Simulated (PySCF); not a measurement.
## Ionisation energy of Ag²⁺ by level of theory

Ag²⁺ [Kr] 4d9 (2D) → Ag³⁺ [Kr] 4d8 (3F), as a difference of total energies. All numbers are calculated (PySCF 2.14, the spin-free X2C one-electron Hamiltonian (Gaussian nucleus), in x2c-TZVPall (8s6p6d1f, 63 functions)). Correlated levels: valence: [Kr] frozen. The calculations carry no spin-orbit coupling.

```
           method  ionisation energy (eV)
              UHF                  32.960
              LDA                  35.596
             MN15                  35.209
    MP2 (valence)                  34.376
SCS-MP2 (valence)                  34.271
```

Task: How much does correlation contribute at MP2 (valence)?

Result: 34.376 − (32.960) = 1.416 eV, measured against UHF.

The reference lies between the lowest fine-structure levels, while these numbers refer to the centres of the terms.

Errors of the correlated levels include the incompleteness of this basis and the frozen core.

For comparison: 34.8 ± 0.3 eV (semi-empirical (NIST evaluation); NIST Atomic Spectra Database, ionization energies).
